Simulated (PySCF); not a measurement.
Isomers of [C7H9]+ (charge +1), one GFN2-xTB conformer each. Single-point energies are computed at PBE0/pcSseg-1 (PySCF, gas phase, no added dispersion term), electronic only.

| SMILES | GFN2-xTB relative energy (kcal/mol) |
| --- | --- |
| CC#C/C=C/[CH+]C | 0.0 |
| C=CCc1c[c+]1C | 17.0 |

Conformers: `[CH3:1][C:2]#[C:3]/[CH:4]=[CH:5]/[CH+:6][CH3:7]` (charge +1) with C4–C5–C6–C7 180°; `[CH2:1]=[CH:2][CH2:3][c:4]1[cH:5][c+:6]1[CH3:7]` (charge +1) with C1–C2–C3–C4 -105°, C2–C3–C4–C5 90°.

Problem. What does PBE0/pcSseg-1 give for the same structures?

Solution. 
```csv
SMILES,PBE0/pcSseg-1 E (Eh),PBE0/pcSseg-1 (kcal/mol),GFN2-xTB (kcal/mol),point group
CC#C/C=C/[CH+]C,-271.43500,0.0,0.0,–
C=CCc1c[c+]1C,-271.43024,3.0,17.0,C1
```

Both levels put the same isomer lowest. As drawn, the higher has a three-membered ring, which the lower lacks. Neighbours under 5.0 kcal/mol apart (CC#C/C=C/[CH+]C and C=CCc1c[c+]1C) can change places with a better method, another conformer or zero-point energy.

Problem. Which frontier levels and rotational constants go with these structures?

Solution. 
| SMILES | HOMO (eV, PBE0/pcSseg-1) | LUMO (eV) | A, B, C (MHz) |
| --- | --- | --- | --- |
| CC#C/C=C/[CH+]C | -12.56 | -8.44 | 17323, 822.1, 792.4 |
| C=CCc1c[c+]1C | -12.03 | -6.35 | 5723, 1473, 1389 |
